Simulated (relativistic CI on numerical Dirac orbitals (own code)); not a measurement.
## Slater and spin-orbit integrals, Au XXV

Calculated at this level of theory: Dirac-Coulomb-Breit CI, orbitals from a KLI potential per configuration, QED by a radiative potential, unscaled Slater integrals (own radial code, finite nucleus).

Slater integrals F^k, G^k are unscaled and averaged over j, outside the closed core [Ar] 3d10 4d10; ζ comes from projecting the Hamiltonian with its Breit term on Σ l·s of the shell.

- 4s2 4p6 4f9: F^2(4f,4f) = 239140, F^4(4f,4f) = 154760, F^6(4f,4f) = 112810, ζ(4f) = 10194 cm⁻¹; <r>(4f) = 0.4312, <r^2>(4f) = 0.2155 (bohr units).
- 4s2 4p6 4f8 5s: F^2(4f,4f) = 241810, F^4(4f,4f) = 156610, F^6(4f,4f) = 114190, ζ(4f) = 10450, G^3(4f,5s) = 36254 cm⁻¹; <r>(4f) = 0.4272, <r^2>(4f) = 0.2114, <r>(5s) = 0.7673, <r^2>(5s) = 0.6555 (bohr units).
- 4s2 4p6 4f7 5s2: F^2(4f,4f) = 244700, F^4(4f,4f) = 158610, F^6(4f,4f) = 115690, ζ(4f) = 10710 cm⁻¹; <r>(4f) = 0.423, <r^2>(4f) = 0.2071 (bohr units).

Averages of the first 7 configurations, taken without configuration mixing, which lowers the lowest level and can move excited configurations by several eV; other configurations of the list can lie among them:

| Configuration | Parity | States | Average energy above the lowest level (eV) |
| --- | --- | --- | --- |
| 4s2 4p6 4f9 | odd | 2002 | 20.3 |
| 4s2 4p6 4f8 5s | even | 6006 | 101.9 |
| 4s2 4p6 4f7 5s2 | odd | 3432 | 193.2 |
| 4s2 4p5 4f10 | odd | 6006 | 523.4 |
| 4s2 4p6 4f8 6s | even | 6006 | 371.8 |
| 4s 4p6 4f10 | even | 2002 | 712.5 |
| 4p6 4f11 | odd | 364 | 1407.3 |
